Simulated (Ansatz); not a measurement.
Consider the redistribution: `[CH3][Al]([F])[BH]O` + `[SiH3][SiH]1CS1` → `[CH3][Al]([SiH3])[BH]O` + `F[SiH]1CS1`.

Computed with Ansatz on PBE0-D4/def2-TZVP structures; ΔE is electronic, products minus reactants. CCSD(T)/CBS adds triple-zeta CCSD(T) − MP2 to the extrapolated MP2 energy (def2 sets, frozen cores). DFT in def2-TZVPP. B3LYP here is the variant with VWN-RPA as its local correlation; programs differ in this. HSE06 is defined as in plane-wave codes. One conformer a species, not always the lowest.

| level | ΔE (kJ/mol) | difference from CCSD(T)/CBS |
| --- | --- | --- |
| BLYP-D4 | 72.6 | 2.9 |
| r2SCAN-D4 | 66.2 | -3.5 |
| PBE0-D4 | 66.7 | -3.0 |
| r2SCANh-D4 | 66.5 | -3.2 |
| HSE06-D4 | 66.5 | -3.2 |
| PBE-QIDH | 68.8 | -0.9 |
| revPBE | 67.0 | -2.7 |
| B3LYP | 70.1 | 0.4 |
| BHLYP | 69.5 | -0.2 |
| RPA@PBE/def2-TZVPP | 65.6 | -4.1 |
| HF/def2-SVP | 83.9 | 14.2 |
| CCSD/def2-TZVPP | 67.6 | -2.1 |
| MP2/def2-QZVPP | 75.8 | 6.1 |
| SCS-MP2/def2-QZVPP | 73.6 | 3.9 |
| HF/CBS(def2) | 67.3 | -2.4 |
| CCSD/CBS(def2) | 69.8 | 0.1 |
| CCSD(T)/CBS | 69.7 | 0 |

Largest T1 diagnostic among the species: 0.014.

Leaving LDA and LC-ωPBE aside and taking each functional with its dispersion term where it has one, the values, not all of them listed here, spread over 7.7 kJ/mol, from B97M-V to BLYP-D4. LDA lies −4.2 kJ/mol from PBE without D4. At CCSD(T), def2-SVP lies +15.0 kJ/mol from the extrapolated value and def2-TZVPP −2.2 kJ/mol.
